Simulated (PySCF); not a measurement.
An unknown is described by computed data only.

Elements present: C, Ge and H. Monoisotopic mass: 103.9681 u.

| Item | Value |
| --- | --- |
| Triplet | lowest triplet excitation (Tamm–Dancoff): 4.16 eV [TDA CAM-B3LYP/def2-SVPD] |
| 13C NMR | chemical shifts (computed TMS as zero) by class: 144.5 (1 C), 139.7 (1 C) ppm [GIAO B3LYP/pcSseg-1 (pcSseg-2 on Ge)] |
| UV, strongest line | among the 15 lowest singlet transitions: S2 at 6.96 eV (178 nm, f = 0.308) [TDDFT CAM-B3LYP/def2-SVPD] |
| Rotational structure | rotational constants A, B, C: 32.863, 3.760, 3.522 GHz [PBE0-D3(BJ)/def2-SVP] |
| XPS | C1s 290.3, C1s 290.5 eV [ΔSCF SCAN, pcX-2 on the ionised atom, pcseg-1 elsewhere, spin-free X2C] |
| UV, first state | lowest singlet excitation: 6.62 eV (187 nm, f = 0.002) [TDDFT CAM-B3LYP/def2-SVPD] |
| Polarisability | 57.7 au [CAM-B3LYP/def2-SVPD] |

Gas-phase values; electronic properties from PySCF, density fitting. Levels stand in brackets. Isolated species at its PBE0-D3(BJ)/def2-SVP geometry (one conformer only). Relativistic effects, spin–orbit coupling among them, are left out (core-ionisation runs apart) although an element past zinc is present. Each NMR value is the plain mean over a class of atoms that symmetry, rotation or inversion makes alike.

Problem. Which formula fits the mass and the elements?

Solution. C2H6Ge (calculated 103.9681). No other formula that holds each of these elements comes within 0.0003 u with a fitting electron parity and a possible valence count.

Problem. Propose a structure and show how it fits.

Solution. 2 carbons fall into 2 classes; from least to most shielded: carbon bonded to C and 2 H (144.5 ppm), carbon bonded to C, Ge and H (139.7 ppm). The core levels belong to: C1s 290.3 eV, carbon bonded to C, Ge and H; C1s 290.5 eV, carbon bonded to C and 2 H. No core level of Ge was computed. The optimised geometry has point group Cs and is an asymmetric top. Structure: Ge(vinyl)H3, `[H][Ge]([H])([H])[CH]=C`. The assignments are read from this structure; whether some other isomer fits the data as well wasn't checked. NMR values of atoms bound to Ge lack the spin–orbit term that these neighbours bring.
